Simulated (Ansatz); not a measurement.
Cost and result for the atomization energy of CH7FOSi2 (`CO[SiH2][SiH2]F`) (12 atoms, 11 bonds).

```xyz
12

C    -1.988   -0.009    0.054
O    -1.024   -0.086    1.082
Si    0.485    0.549    0.927
Si    1.741   -0.537   -0.743
F     1.008   -0.365   -2.168
H    -1.651   -0.516   -0.857
H    -2.223    1.032   -0.196
H    -2.899   -0.495    0.406
H     1.158    0.365    2.238
H     0.416    2.006    0.607
H     1.873   -1.997   -0.491
H     3.104    0.051   -0.860
```

Total charge 0; spin multiplicity 1. The structure was optimised at the PBE0-D4/def2-TZVP level. It is one conformer, not always the lowest. Program: Ansatz. All runs use 4 threads of an Intel Xeon 6975P-C on a shared host. Times are those of one run each, without the atoms' runs, and a repeat can differ threefold. Electronic energies, without spin–orbit coupling; frozen cores. CCSD(T)/CBS adds CCSD(T) − MP2 in def2-TZVPP to the MP2 limit, and its time is that of the two runs behind it. T1 = 0.012. B3LYP takes the VWN-RPA correlation (the form of Gaussian; ORCA's B3LYP/G). HSE06 is the plane-wave form, built on full-range PBE exchange.

CCSD(T)/CBS is a level of theory with its own doubt, some kJ/mol a heavy atom from the limit and from the frozen cores, so smaller differences don't rank the functionals.

```
                             level  functions  wall time  atomization (kJ/mol)  difference from CCSD(T)/CBS  per bond
              revPBE-D4/def2-TZVPP        275      1.8 s                4137.2                        -90.0      -8.2
   PBE-D4/def2-TZVPP (with forces)        275      1.8 s                4228.2                          1.0       0.1
               BHLYP-D4/def2-TZVPP        275      2.4 s                4111.7                       -115.5     -10.5
               HSE06-D4/def2-TZVPP        275      2.6 s                4173.6                        -53.6      -4.9
r2SCAN-D4/def2-TZVPP (with forces)        275      3.3 s                4213.1                        -14.1      -1.3
 B3LYP-D4/def2-TZVPP (with forces)        275      3.5 s                4206.6                        -20.6      -1.9
                  CCSD(T)/def2-SVP        113      3.6 s                3929.3                       -297.9     -27.1
             r2SCANh-D4/def2-TZVPP        275      3.7 s                4188.2                        -39.0      -3.5
               PBE-QIDH/def2-TZVPP        275      4.7 s                4160.8                        -66.4      -6.0
                ωB97X-V/def2-TZVPP        275        6 s                4237.3                         10.1       0.9
                    MP2/def2-QZVPP        521       23 s                4227.4                          0.2       0.0
                CCSD(T)/def2-TZVPP        275       76 s                4112.1                       -115.1     -10.5
                 CCSD(T)/CBS(def2)          –       99 s                4227.2                          0.0       0.0
```

Leaving LDA and LC-ωPBE aside and taking each functional with its dispersion term where it has one, the values spread over 125.6 kJ/mol, from BHLYP-D4 to ωB97X-V. LDA lies +543.8 kJ/mol from PBE without D4, its usual overbinding. From r2SCAN to r2SCAN0 (25 % exact exchange), in def2-TZVPP and without D4, the atomization energy moves by −61.1 kJ/mol: exact exchange takes away binding that semilocal exchange gives to molecules. The D4 term adds +38.7 kJ/mol with B3LYP and +20.5 kJ/mol with PBE0; it sums over pairs of atoms, weighted by their polarisabilities, and B3LYP, whose exchange is more repulsive, gets the larger term.
